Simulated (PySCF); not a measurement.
PySCF input (TPSSh/def2-TZVPD):

```python
from pyscf import gto, scf, dft

mol = gto.M(
    atom='''
    N    -0.00000000   -0.00000000   -1.05712003
    P     0.00000000    0.00000000    0.49332268
    ''',
    basis='def2-tzvpd',
    charge=-1,
    spin=1,
    symmetry='C2v',
    verbose=4,
)

mf = dft.UKS(mol, xc='tpssh').density_fit(auxbasis='def2-universal-jkfit')
mf.grids.level = 3
mf.conv_tol = 1e-9
mf.max_cycle = 100
mf.max_memory = 1500
mf.kernel()
if not mf.converged:
    mf = mf.newton()
    mf.kernel(mf.make_rdm1())
mf.analyze()
```

Output:

```
PySCF version 2.14.0

[INPUT] verbose = 4
[INPUT] num. atoms = 2
[INPUT] num. electrons = 23
[INPUT] charge = -1
[INPUT] spin (= nelec alpha-beta = 2S) = 1
[INPUT] symmetry C2v subgroup None
[INPUT] Mole.unit = angstrom
[INPUT] Symbol           X                Y                Z      unit          X                Y                Z       unit  Magmom
[INPUT]  1 N      0.000000000000   0.000000000000  -1.057120030000 AA    0.000000000000   0.000000000000  -1.997667337492 Bohr   0.0
[INPUT]  2 P      0.000000000000   0.000000000000   0.493322680000 AA    0.000000000000   0.000000000000   0.932244756236 Bohr   0.0

nuclear repulsion = 35.837252668691
point group symmetry = Coov, use subgroup C2v
symmetry origin: [ 0.00000000e+00  0.00000000e+00 -8.58966474e-10]
symmetry axis x: [1. 0. 0.]
symmetry axis y: [0. 1. 0.]
symmetry axis z: [0. 0. 1.]
num. orbitals of irrep A1 = 36
num. orbitals of irrep A2 = 8
num. orbitals of irrep B1 = 18
num. orbitals of irrep B2 = 18
number of shells = 28
number of NR pGTOs = 121
number of NR cGTOs = 80
basis = def2-tzvpd
ecp = {}

******** <class 'pyscf.df.df_jk.DFSymAdaptedUKS'> ********
method = DFSymAdaptedUKS
initial guess = minao
damping factor = 0
level_shift factor = 0
DIIS = <class 'pyscf.scf.diis.CDIIS'>
diis_start_cycle = 1
diis_space = 8
diis_damp = 0
SCF conv_tol = 1e-09
SCF conv_tol_grad = None
SCF max_cycles = 100
direct_scf = False
number electrons alpha = 12  beta = 11
XC library pyscf.dft.libxc version 7.1.2
    S. Lehtola, C. Steigemann, M. J. T. Oliveira, and M. A. L. Marques,  SoftwareX 7, 1–5 (2018)
XC functionals = tpssh
    V. N. Staroverov, G. E. Scuseria, J. Tao, and J. P. Perdew,  J. Chem. Phys. 119, 12129 (2003)
radial grids:
    Treutler-Ahlrichs [JCP 102, 346 (1995); DOI:10.1063/1.469408] (M4) radial grids

becke partition: Becke, JCP 88, 2547 (1988); DOI:10.1063/1.454033
pruning grids: <function nwchem_prune>
grids dens level: 3
symmetrized grids: C2v
atomic radii adjust function: <function treutler_atomic_radii_adjust>
small_rho_cutoff = 0
Freeze 0 electrons in irreps []
    23 free electrons in irreps A1 A2 B1 B2
Set gradient conv threshold to 3.16228e-05
tot grids = 33088
[...]
beta  HOMO (B1) = -0.0245574227152066  LUMO (B2) = 0.145895878424613
  HOMO = 0.0921400463463  LUMO = 0.137390836598  gap/eV = 1.23134
Extra cycle  E= -396.117841290807  delta_E= 4.54e-10  |g|= 3.06e-05  |ddm|= 2.79e-05
converged SCF energy = -396.117841290807  <S^2> = 0.75764243  2S+1 = 2.0076279
**** SCF Summaries ****
Total Energy =                        -396.117841290807121
Nuclear Repulsion Energy =              35.837252668691001
One-electron Energy =                 -623.423335037811057
Two-electron Energy =                  191.468241078312928
Two-electron Coulomb Energy =          221.766612046820683
DFT Exchange-Correlation Energy =      -30.298370968507747
HOMO-LUMO gap [eV] =                     1.231336721252683
Wave-function symmetry = B1
alpha occupancy for each irrep:     A1   A2   B1   B2
                                     7    0    3    2
beta  occupancy for each irrep:     A1   A2   B1   B2
                                     7    0    2    2
**** MO energy ****
alpha MO #1 (A1 #1), energy= -76.6803037269957 occ= 1
alpha MO #2 (A1 #2), energy= -14.0050510593904 occ= 1
alpha MO #3 (A1 #3), energy= -6.23592895990495 occ= 1
alpha MO #4 (B2 #1), energy= -4.38682546957492 occ= 1
alpha MO #5 (B1 #1), energy= -4.38398805601572 occ= 1
alpha MO #6 (A1 #4), energy= -4.38175988064243 occ= 1
alpha MO #7 (A1 #5), energy= -0.546519312600154 occ= 1
alpha MO #8 (A1 #6), energy= -0.225915783823964 occ= 1
alpha MO #9 (B1 #2), energy= -0.0686439600382531 occ= 1
alpha MO #10 (B2 #2), energy= -0.0557709089881504 occ= 1
alpha MO #11 (A1 #7), energy= -0.0524256611408447 occ= 1
alpha MO #12 (B1 #3), energy= 0.0921400463462501 occ= 1
alpha MO #13 (B2 #3), energy= 0.137390836598083 occ= 0
alpha MO #14 (A1 #8), energy= 0.201139459810502 occ= 0
alpha MO #15 (A1 #9), energy= 0.218264129872087 occ= 0
alpha MO #16 (A2 #1), energy= 0.294578075338041 occ= 0
alpha MO #17 (A1 #10), energy= 0.29558056578243 occ= 0
alpha MO #18 (A1 #11), energy= 0.298196834860213 occ= 0
alpha MO #19 (B1 #4), energy= 0.335074787617955 occ= 0
alpha MO #20 (B2 #4), energy= 0.340094067491652 occ= 0
alpha MO #21 (B1 #5), energy= 0.392157456146187 occ= 0
alpha MO #22 (B2 #5), energy= 0.396108198226074 occ= 0
alpha MO #23 (A1 #12), energy= 0.399708382168143 occ= 0
alpha MO #24 (A1 #13), energy= 0.473222250192865 occ= 0
alpha MO #25 (A2 #2), energy= 0.552484228237943 occ= 0
alpha MO #26 (A1 #14), energy= 0.552810086688712 occ= 0
alpha MO #27 (B1 #6), energy= 0.553706886196207 occ= 0
alpha MO #28 (B2 #6), energy= 0.556449087248697 occ= 0
alpha MO #29 (A1 #15), energy= 0.612672865408345 occ= 0
alpha MO #30 (A2 #3), energy= 0.632022823747195 occ= 0
alpha MO #31 (A1 #16), energy= 0.633165223566484 occ= 0
alpha MO #32 (B1 #7), energy= 0.726850400471343 occ= 0
alpha MO #33 (B2 #7), energy= 0.729834856659713 occ= 0
alpha MO #34 (A1 #17), energy= 0.759676866311874 occ= 0
alpha MO #35 (B2 #8), energy= 0.850137765700304 occ= 0
alpha MO #36 (B1 #8), energy= 0.851609160430307 occ= 0
alpha MO #37 (A1 #18), energy= 0.87759554076494 occ= 0
alpha MO #38 (A1 #19), energy= 0.955136438209271 occ= 0
alpha MO #39 (A1 #20), energy= 0.984131789258125 occ= 0
alpha MO #40 (B2 #9), energy= 1.43155026086391 occ= 0
alpha MO #41 (B1 #9), energy= 1.43546666909568 occ= 0
alpha MO #42 (A2 #4), energy= 1.46077380425842 occ= 0
alpha MO #43 (A1 #21), energy= 1.46137416580892 occ= 0
alpha MO #44 (A1 #22), energy= 1.54872054463788 occ= 0
alpha MO #45 (B1 #10), energy= 1.58030107044482 occ= 0
alpha MO #46 (B2 #10), energy= 1.58072895286385 occ= 0
alpha MO #47 (A2 #5), energy= 1.58445931836421 occ= 0
alpha MO #48 (A1 #23), energy= 1.58670567837988 occ= 0
alpha MO #49 (B2 #11), energy= 1.67138681654085 occ= 0
alpha MO #50 (B1 #11), energy= 1.68100923831893 occ= 0
alpha MO #51 (A2 #6), energy= 1.75924638745499 occ= 0
alpha MO #52 (A1 #24), energy= 1.75974214069864 occ= 0
alpha MO #53 (B2 #12), energy= 1.81186861753502 occ= 0
alpha MO #54 (B1 #12), energy= 1.81929094247223 occ= 0
alpha MO #55 (A1 #25), energy= 1.97521210649374 occ= 0
alpha MO #56 (A1 #26), energy= 2.05917173390024 occ= 0
alpha MO #57 (B2 #13), energy= 2.12513557918544 occ= 0
alpha MO #58 (B1 #13), energy= 2.13002150727909 occ= 0
alpha MO #59 (A1 #27), energy= 2.27998338964629 occ= 0
alpha MO #60 (A1 #28), energy= 2.52440212903736 occ= 0
alpha MO #61 (B2 #14), energy= 2.62482138102916 occ= 0
alpha MO #62 (B1 #14), energy= 2.62486211953142 occ= 0
alpha MO #63 (A1 #29), energy= 3.19158407674738 occ= 0
alpha MO #64 (B1 #15), energy= 4.18704287164835 occ= 0
alpha MO #65 (B2 #15), energy= 4.18715564429752 occ= 0
alpha MO #66 (A2 #7), energy= 4.30739293351662 occ= 0
alpha MO #67 (A1 #30), energy= 4.30781470606717 occ= 0
alpha MO #68 (B2 #16), energy= 4.50930312546845 occ= 0
alpha MO #69 (B1 #16), energy= 4.51683077499924 occ= 0
alpha MO #70 (A1 #31), energy= 4.74565970987256 occ= 0
alpha MO #71 (A2 #8), energy= 4.9141063358571 occ= 0
alpha MO #72 (A1 #32), energy= 4.91418372038814 occ= 0
alpha MO #73 (B2 #17), energy= 5.14198003745068 occ= 0
alpha MO #74 (B1 #17), energy= 5.14473091131814 occ= 0
alpha MO #75 (A1 #33), energy= 5.48321685863331 occ= 0
alpha MO #76 (B2 #18), energy= 7.49048527743436 occ= 0
alpha MO #77 (B1 #18), energy= 7.49866004068406 occ= 0
alpha MO #78 (A1 #34), energy= 8.11279880469719 occ= 0
alpha MO #79 (A1 #35), energy= 15.0682719755801 occ= 0
alpha MO #80 (A1 #36), energy= 32.060322977662 occ= 0
beta  MO #1 (A1 #1), energy= -76.6788289493305 occ= 1
beta  MO #2 (A1 #2), energy= -13.994526402937 occ= 1
beta  MO #3 (A1 #3), energy= -6.23453949673441 occ= 1
beta  MO #4 (B2 #1), energy= -4.3864539919364 occ= 1
beta  MO #5 (A1 #4), energy= -4.38113088670527 occ= 1
beta  MO #6 (B1 #1), energy= -4.37863525891702 occ= 1
beta  MO #7 (A1 #5), energy= -0.528441739680524 occ= 1
beta  MO #8 (A1 #6), energy= -0.201331178734868 occ= 1
beta  MO #9 (B2 #2), energy= -0.0496615735422035 occ= 1
beta  MO #10 (A1 #7), energy= -0.041130316942926 occ= 1
beta  MO #11 (B1 #2), energy= -0.0245574227152066 occ= 1
beta  MO #12 (B2 #3), energy= 0.145895878424613 occ= 0
beta  MO #13 (B1 #3), energy= 0.173082392686515 occ= 0
beta  MO #14 (A1 #8), energy= 0.207739779898086 occ= 0
beta  MO #15 (A1 #9), energy= 0.221627625096503 occ= 0
beta  MO #16 (A1 #10), energy= 0.300065394030194 occ= 0
beta  MO #17 (A2 #1), energy= 0.304539403913744 occ= 0
beta  MO #18 (A1 #11), energy= 0.306486034904696 occ= 0
beta  MO #19 (B2 #4), energy= 0.342847119334874 occ= 0
beta  MO #20 (B1 #4), energy= 0.350962686091846 occ= 0
beta  MO #21 (B2 #5), energy= 0.398098854702864 occ= 0
beta  MO #22 (A1 #12), energy= 0.406673569519022 occ= 0
[...]
```
